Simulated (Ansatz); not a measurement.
Compare A (`O[SiH](S)[GeH3]`) with its isomer B (`[OH][GeH2][SiH2]S`).

Calculated with Ansatz (gas phase, PBE0-D4/def2-TZVP geometries, no zero-point term in ΔE). CBS: MP2 limit from def2 TZ/QZ plus the TZ coupled-cluster correction, frozen cores. Functionals use def2-TZVPP. For Ge outer-core shells are correlated without core-valence functions, which leaves a few kJ/mol of doubt a bond. Scalar relativity is left out up to krypton. One conformer a species, not always the lowest.

A:

Z-matrix (Å, degrees):
```
Si
S 1 2.125
Ge 1 2.383 2 110.6
O 1 1.649 2 109.2 3 -122.2
H 1 1.487 2 103.2 3 119.0
H 2 1.344 1 94.8 3 51.8
H 3 1.536 1 110.8 2 70.8
H 3 1.539 1 109.8 2 -49.3
H 3 1.542 1 111.3 2 -168.6
H 4 0.959 1 117.4 2 162.1
```

B:

```xyz
10

O    -0.512    0.307   -1.716
Ge    0.916   -0.111   -0.706
Si   -0.147   -0.449    1.398
S    -1.713    1.001    1.477
H    -0.281    0.608   -2.597
H     1.612   -1.349   -1.314
H     1.904    1.075   -0.729
H    -0.644   -1.846    1.508
H     0.773   -0.190    2.534
H    -1.908    0.955    0.144
```

Problem. Which isomer does CCSD(T)/CBS put lower? Give the gap. (Best estimate.)

Solution. Computed: A, by 17.0 kcal/mol.

Problem. Give E(B) − E(A) in kcal/mol with B2PLYP, PBE-D4, CCSD/def2-TZVPP, ωB97M-V, HF/def2-TZVPP, PBE0-D4, r2SCAN-D4. (An estimate is asked.)

Solution. The calculation gave: B2PLYP 16.6, PBE-D4 16.2, CCSD/def2-TZVPP 16.5, ωB97M-V 17.1, HF/def2-TZVPP 16.8, PBE0-D4 16.7, r2SCAN-D4 17.4. None reverses the order clearly.

Largest T1 diagnostic: 0.012.
